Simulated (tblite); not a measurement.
C7H11N3.
Atom-mapped SMILES: `[CH2:1]=[CH:2][c:3]1[n:4][n:5][nH:6][c:7]1[CH:8]([CH3:9])[CH3:10]` (hydrogens: H11, H12 on C1; H13 on C2; H14 on N6; H15 on C8; H16, H17, H18 on C9; H19, H20, H21 on C10)

Computed with GFN2-xTB (tblite), gas phase: L-BFGS steps from a force-field or distance-geometry start until the largest atomic force falls under 0.01 eV/Å.

Step 3: E = -797.8005 eV
```
atom  x, y, z in Å  |  force x, y, z in eV/Å
C1      3.5044   -0.3822   -0.8553    0.048   0.016  -0.025
C2      2.2067   -0.5090   -0.6165    0.021  -0.150   0.043
C3      1.3460    0.5663   -0.1923   -0.094   0.027  -0.031
N4      1.7720    1.8435   -0.0032   -0.199  -0.062   0.083
N5      0.7923    2.5681    0.3691    0.060  -0.143  -0.101
N6     -0.3019    1.8070    0.4277    0.091  -0.042  -0.001
C7     -0.0204    0.5237    0.0847   -0.063  -0.014   0.038
C8     -1.0366   -0.5777    0.0595   -0.015   0.013  -0.006
C9     -2.1400   -0.2823   -0.9654    0.002   0.020   0.025
C10    -1.6318   -0.8157    1.4553    0.016   0.047  -0.031
H11     4.0860   -1.2320   -1.1670    0.094   0.034  -0.005
H12     4.0062    0.5643   -0.7502   -0.038  -0.018  -0.007
H13     1.7327   -1.4781   -0.7185   -0.070   0.046  -0.013
H14    -1.1804    2.2122    0.7018   -0.113  -0.028   0.023
H15    -0.5424   -1.5050   -0.2518    0.127   0.103   0.018
H16    -2.7013    0.6082   -0.6911    0.012   0.028  -0.010
H17    -2.8372   -1.1165   -1.0174    0.034   0.003   0.042
H18    -1.7161   -0.1378   -1.9580    0.021   0.039   0.056
H19    -2.1745    0.0585    1.8099    0.013   0.026  -0.028
H20    -0.8456   -1.0447    2.1729   -0.006   0.013  -0.039
H21    -2.3271   -1.6539    1.4287    0.059   0.040  -0.033
```

Step 4: E = -797.8035 eV
```
atom  x, y, z in Å  |  force x, y, z in eV/Å
C1      3.5048   -0.3825   -0.8559    0.080   0.012  -0.022
C2      2.2087   -0.5108   -0.6152   -0.104  -0.111   0.044
C3      1.3439    0.5647   -0.1940   -0.040   0.006   0.004
N4      1.7697    1.8411   -0.0016   -0.084  -0.067   0.015
N5      0.7919    2.5670    0.3674    0.029  -0.100  -0.049
N6     -0.3014    1.8062    0.4282   -0.051   0.011   0.024
C7     -0.0216    0.5236    0.0857   -0.047  -0.050   0.007
C8     -1.0374   -0.5771    0.0595    0.017   0.002  -0.005
C9     -2.1402   -0.2820   -0.9651    0.016   0.023   0.033
C10    -1.6317   -0.8148    1.4547    0.027   0.046  -0.027
H11     4.0881   -1.2308   -1.1670    0.099   0.017  -0.010
H12     4.0053    0.5638   -0.7503   -0.028   0.005  -0.005
H13     1.7306   -1.4776   -0.7189   -0.048   0.028  -0.011
H14    -1.1823    2.2113    0.7021   -0.046  -0.053   0.003
H15    -0.5392   -1.5029   -0.2515    0.102   0.103   0.018
H16    -2.7009    0.6087   -0.6914    0.000   0.037  -0.002
H17    -2.8361   -1.1161   -1.0164    0.012  -0.013   0.035
H18    -1.7157   -0.1369   -1.9564    0.027   0.038   0.028
H19    -2.1741    0.0589    1.8091    0.003   0.040  -0.021
H20    -0.8459   -1.0444    2.1719    0.008   0.015  -0.027
H21    -2.3253   -1.6526    1.4280    0.026   0.009  -0.031
```

Step 5: E = -797.8072 eV
```
atom  x, y, z in Å  |  force x, y, z in eV/Å
C1      3.5057   -0.3832   -0.8573    0.044  -0.015   0.002
C2      2.2107   -0.5153   -0.6120   -0.183  -0.008   0.013
C3      1.3395    0.5608   -0.1968    0.024  -0.048   0.071
N4      1.7656    1.8350    0.0008    0.047  -0.019  -0.078
N5      0.7909    2.5640    0.3639   -0.020  -0.035   0.040
N6     -0.3035    1.8057    0.4300   -0.059  -0.047  -0.018
C7     -0.0246    0.5221    0.0875   -0.010   0.010  -0.021
C8     -1.0383   -0.5760    0.0593    0.046  -0.007   0.002
C9     -2.1403   -0.2808   -0.9637    0.021   0.015   0.022
C10    -1.6308   -0.8121    1.4531    0.017   0.017  -0.005
H11     4.0940   -1.2285   -1.1672    0.082   0.007  -0.010
H12     4.0032    0.5636   -0.7507   -0.019   0.036  -0.001
H13     1.7256   -1.4767   -0.7198   -0.017  -0.036  -0.010
H14    -1.1857    2.2080    0.7024   -0.043  -0.034   0.005
H15    -0.5313   -1.4968   -0.2505    0.057   0.063   0.007
H16    -2.7001    0.6104   -0.6919   -0.013   0.040   0.014
H17    -2.8340   -1.1158   -1.0138   -0.012  -0.020   0.021
H18    -1.7144   -0.1344   -1.9531    0.031   0.030  -0.013
H19    -2.1733    0.0607    1.8073   -0.007   0.055  -0.012
H20    -0.8461   -1.0434    2.1695    0.037   0.022  -0.002
H21    -2.3218   -1.6502    1.4259   -0.021  -0.025  -0.025
```

Step 6: E = -797.8087 eV
```
atom  x, y, z in Å  |  force x, y, z in eV/Å
C1      3.5059   -0.3839   -0.8578   -0.032  -0.018   0.024
C2      2.2097   -0.5173   -0.6105   -0.088   0.002  -0.027
C3      1.3377    0.5581   -0.1970    0.043  -0.017   0.085
N4      1.7643    1.8319    0.0006    0.047   0.006  -0.081
N5      0.7901    2.5621    0.3629   -0.011  -0.026   0.050
N6     -0.3047    1.8041    0.4303   -0.099   0.014  -0.004
C7     -0.0261    0.5220    0.0881    0.011  -0.022  -0.035
C8     -1.0381   -0.5755    0.0593    0.036   0.008   0.008
C9     -2.1400   -0.2801   -0.9628    0.010   0.011   0.004
C10    -1.6302   -0.8107    1.4523    0.003   0.000   0.015
H11     4.0981   -1.2273   -1.1676    0.053   0.016  -0.004
H12     4.0020    0.5641   -0.7508   -0.030   0.024   0.001
H13     1.7229   -1.4770   -0.7204   -0.007  -0.061  -0.008
H14    -1.1885    2.2062    0.7028    0.006  -0.049  -0.010
H15    -0.5266   -1.4931   -0.2500    0.042   0.026  -0.003
H16    -2.7000    0.6119   -0.6919   -0.006   0.023   0.018
H17    -2.8332   -1.1160   -1.0122   -0.010  -0.007   0.013
H18    -1.7132   -0.1328   -1.9517    0.023   0.023  -0.016
H19    -2.1731    0.0624    1.8063   -0.002   0.043  -0.015
H20    -0.8456   -1.0427    2.1684    0.038   0.026   0.005
H21    -2.3205   -1.6494    1.4245   -0.027  -0.022  -0.019
```

**Question.** Estimate the geometry and energy of step 7. (The exact step hangs on the optimiser's Hessian estimate; all steps are aligned on step 6, rigid shifts and turns removed.)

**Answer.** E = -797.8100 eV, largest force 0.070 eV/Å
```
atom  x, y, z in Å  |  force x, y, z in eV/Å
C1      3.5051   -0.3849   -0.8576   -0.045  -0.015   0.027
C2      2.2079   -0.5195   -0.6098   -0.012  -0.005  -0.048
C3      1.3366    0.5557   -0.1955    0.036  -0.014   0.058
N4      1.7634    1.8292   -0.0008    0.019   0.031  -0.044
N5      0.7894    2.5594    0.3627   -0.017   0.014   0.044
N6     -0.3073    1.8030    0.4304   -0.004  -0.012  -0.026
C7     -0.0274    0.5213    0.0881    0.026   0.011  -0.018
C8     -1.0372   -0.5748    0.0595    0.007  -0.002   0.006
C9     -2.1396   -0.2792   -0.9618    0.001   0.008  -0.012
C10    -1.6296   -0.8094    1.4518   -0.009  -0.012   0.025
H11     4.1030   -1.2257   -1.1679    0.005   0.039   0.008
H12     4.0001    0.5649   -0.7510   -0.052  -0.003   0.004
H13     1.7202   -1.4785   -0.7212    0.003  -0.067  -0.006
H14    -1.1911    2.2034    0.7030   -0.008  -0.030  -0.003
H15    -0.5213   -1.4891   -0.2495    0.021  -0.011  -0.011
H16    -2.6999    0.6137   -0.6915    0.006  -0.001   0.019
H17    -2.8325   -1.1161   -1.0104    0.000   0.014   0.004
H18    -1.7117   -0.1308   -1.9507    0.010   0.014  -0.009
H19    -2.1728    0.0647    1.8049    0.008   0.017  -0.018
H20    -0.8444   -1.0414    2.1674    0.028   0.028   0.009
H21    -2.3196   -1.6490    1.4229   -0.021  -0.006  -0.009
```

The energy changes by -0.0013 eV. The first-order estimate −F·Δx gives -0.0020 eV and the mean of the old and new forces, exact on a quadratic surface, -0.0013 eV. The step makes an angle of 56° with the force vector and moves no atom by more than 0.007 Å.

The cost below is that of the whole relaxation. Time: 0.26 s of wall time. Hardware: an Arm Neoverse V1 with one thread, no GPU, shared host with 64 logical CPUs at a one-minute load of 29.
